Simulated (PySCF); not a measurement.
Electron correlation in Cl(2+) (chlorine, charge +2)

[Ne] 3s2 3p3, high-spin 4S determinant. All numbers are calculated (PySCF 2.14, the spin-free X2C one-electron Hamiltonian (Gaussian nucleus), in x2c-TZVPPall (5s5p3d1f, 42 functions)). Frozen: [Ne]; 5 electrons correlated.

| level | correlation energy (mhartree) |
| --- | --- |
| CCSD | -116.39 |
| (T) | -3.31 |
| CCSD(T) | -119.70 |

Diagnostics: T1 = 0.0027, D1 = 0.0068, largest double amplitude 0.063.

Cost of the coupled-cluster step: of the order of 0.9 core-seconds, for 5 correlated electrons.

Iterations:

```
CC2 = 0
CCSD nocc = (np.int64(4), np.int64(1)), nmo = (37, 37)
frozen orbitals [[0, 1, 2, 3, 4], [0, 1, 2, 3, 4]]
max_cycle = 100
direct = 0
conv_tol = 1e-08
conv_tol_normt = 1e-06
diis_space = 8
diis_start_cycle = 0
Init t2, MP2 energy = -0.0955416181769441
Init E_corr(UCCSD) = -0.0955416181813831
cycle = 1  E_corr(UCCSD) = -0.111719489537908  dE = -0.0161778714  norm(t1,t2) = 0.0383037
cycle = 2  E_corr(UCCSD) = -0.115085062106165  dE = -0.00336557257  norm(t1,t2) = 0.0108545
cycle = 3  E_corr(UCCSD) = -0.116410829183081  dE = -0.00132576708  norm(t1,t2) = 0.00380726
cycle = 4  E_corr(UCCSD) = -0.116389333713606  dE = 2.14954695e-05  norm(t1,t2) = 0.000473894
cycle = 5  E_corr(UCCSD) = -0.116388746295573  dE = 5.87418032e-07  norm(t1,t2) = 3.23349e-05
cycle = 6  E_corr(UCCSD) = -0.11638843877923  dE = 3.07516344e-07  norm(t1,t2) = 2.28591e-06
cycle = 7  E_corr(UCCSD) = -0.116388523961132  dE = -8.51819019e-08  norm(t1,t2) = 3.90354e-07
cycle = 8  E_corr(UCCSD) = -0.116388509644396  dE = 1.4316736e-08  norm(t1,t2) = 8.37824e-08
cycle = 9  E_corr(UCCSD) = -0.116388506448768  dE = 3.19562804e-09  norm(t1,t2) = 3.94271e-08
UCCSD converged
E(UCCSD) = -459.742512607451  E_corr = -0.1163885064487675
UCCSD(T) correction = -0.0033091147814277
```
